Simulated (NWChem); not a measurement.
Species: CH$_{3}$AlF$_{2}$S; SMILES C[S][Al]([F])[F]

```xyz
8

Al     0.0001     0.8244     0.0000
F      0.9520     2.1699    -0.0004
F     -1.6427     1.0131     0.0002
S      0.8510    -1.1629     0.0004
C     -0.6981    -2.1929     0.0005
H     -1.5958    -1.5735     0.0015
H     -0.6882    -2.8221     0.8920
H     -0.6893    -2.8208    -0.8921
```
Atoms are numbered in this order, from 1.

The geometry was optimised at B3LYP/6-31G* (spherical d).

**Question.** Give the principal values of the shielding tensors (ppm) of Al1, F2, F3, S4, C5 from PBE/pcSseg-1, GIAO (NWChem), with their diamagnetic and paramagnetic parts as GIAO splits them.

**Answer.** 
```json
[
 {"atom": "Al1", "σ11": "390.0", "σ22": "413.8", "σ33": "512.6", "isotropic": "438.8", "diamagnetic": "795.3", "paramagnetic": "-356.5"},
 {"atom": "F2", "σ11": "254.6", "σ22": "284.7", "σ33": "433.6", "isotropic": "324.3", "diamagnetic": "469.1", "paramagnetic": "-144.8"},
 {"atom": "F3", "σ11": "239.7", "σ22": "334.2", "σ33": "431.8", "isotropic": "335.2", "diamagnetic": "468.5", "paramagnetic": "-133.3"},
 {"atom": "S4", "σ11": "612.0", "σ22": "631.1", "σ33": "855.6", "isotropic": "699.6", "diamagnetic": "1057.3", "paramagnetic": "-357.7"},
 {"atom": "C5", "σ11": "155.1", "σ22": "159.0", "σ33": "189.5", "isotropic": "167.9", "diamagnetic": "251.8", "paramagnetic": "-83.9"}
]
```
